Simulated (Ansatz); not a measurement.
`F[SiH](Cl)Cl` + HCl → `Cl[SiH](Cl)Cl` + H–F at 298.15 K and 1 bar (ligand exchange at the Si–F bond).

Computed with Ansatz on PBE0-D4/def2-TZVP structures; ΔE is electronic, products minus reactants. CCSD(T)/CBS is the MP2 limit (def2-TZVPP, def2-QZVPP) plus CCSD(T) − MP2 in def2-TZVPP, frozen cores. This one scheme is used for every species.

| species | CCSD(T)/CBS energy (Eh) | H − E (kJ/mol) | S (J/(mol·K)) |
| --- | --- | --- | --- |
| `F[SiH](Cl)Cl` | -1309.19911 | 55.8 | 311.5 |
| HCl | -460.38127 | 26.6 | 186.8 |
| `Cl[SiH](Cl)Cl` | -1669.16736 | 53.3 | 314.4 |
| H–F | -100.39570 | 33.5 | 173.6 |

H − E and S are ideal-gas, rigid-rotor, harmonic terms from PBE0-D4/def2-TZVP. 1 Eh = 2625.50 kJ/mol, R = 8.31446 J/(mol·K).

Question: By hand: ΔE, ΔH, ΔS and ΔG.

Answer: ΔE = (-1669.16736) + (-100.39570) − (-1309.19911) − (-460.38127) = 0.01732 Eh = 45.5 kJ/mol. Δ(H − E) = 53.3 + 33.5 − 55.8 − 26.6 = 4.4, so ΔH = 49.9 kJ/mol. ΔS = 314.4 + 173.6 − 311.5 − 186.8 = -10.3 J/(mol·K). ΔG = 49.9 − 298.15 × (-10.3)/1000 = 53.0 kJ/mol.

Question: By hand: the equilibrium constant, and the temperature at which ΔG would vanish if ΔH and ΔS stayed fixed.

Answer: log₁₀ K = −ΔG/(RT ln 10) = -9.3. ΔH and −TΔS have one sign here, so there is no such temperature.

The number of gas molecules stays the same, so ΔS is small and ΔH decides. A doubt of 5 kJ/mol in ΔE shifts log₁₀ K by 0.9 here. These are equilibria of isolated gas molecules and say nothing of rates. Largest T1 diagnostic: 0.010 (customary marks: 0.02 for closed shells, 0.045 for open ones).
